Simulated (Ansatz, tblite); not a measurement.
Potential energy curve for Ge(OMe)4, C4H12GeO4, SMILES C[O][Ge]([O]C)([O]C)[O]C. The Ge1–O18 bond (Ge1 also carries O, O, O; O18 carries C) is stretched with both fragments frozen at the PBE0/def2-SVP optimised geometry.

Levels of theory: GFN2-xTB, 300 K electronic temperature (tblite); UKS-PBE0 = unrestricted PBE0/def2-SVP (Ansatz, a program for electronic structure).

Energies relative to the lowest point of each curve near equilibrium, in mEh; the last columns give the difference from UKS-PBE0:

```
R / Å  GFN2-xTB  UKS-PBE0  GFN2-xTB − UKS-PBE0
-----  --------  --------  -------------------
1.43       65.2     104.0                -38.8
1.55       18.3      32.1                -13.8
1.66        3.0       5.5                 -2.4
1.72        0.4       0.6                 -0.3
1.75        0.0       0.0                  0.0
1.83        1.2       2.6                 -1.4
1.89        3.7       7.6                 -3.9
1.98        9.1      18.2                 -9.1
2.13       20.8      40.0                -19.2
2.31       37.1      67.4                -30.3
2.53       58.0      98.2                -40.2
2.87       86.9     128.3                -41.4
3.25      110.8     141.8                -31.0
3.68      127.9     147.9                -20.0
4.33      140.4     150.9                -10.6
5.04      144.9     151.9                 -7.0
```

GFN2-xTB is furthest from UKS-PBE0 at 2.87 (-41.4 mEh, below); its mean absolute difference over the points is 16.8 mEh.

The unrestricted determinant behind UKS-PBE0 is spin-contaminated at 2.87 to 5.04 Å (<S²> up to 1.0, against 0.00 for a pure singlet).
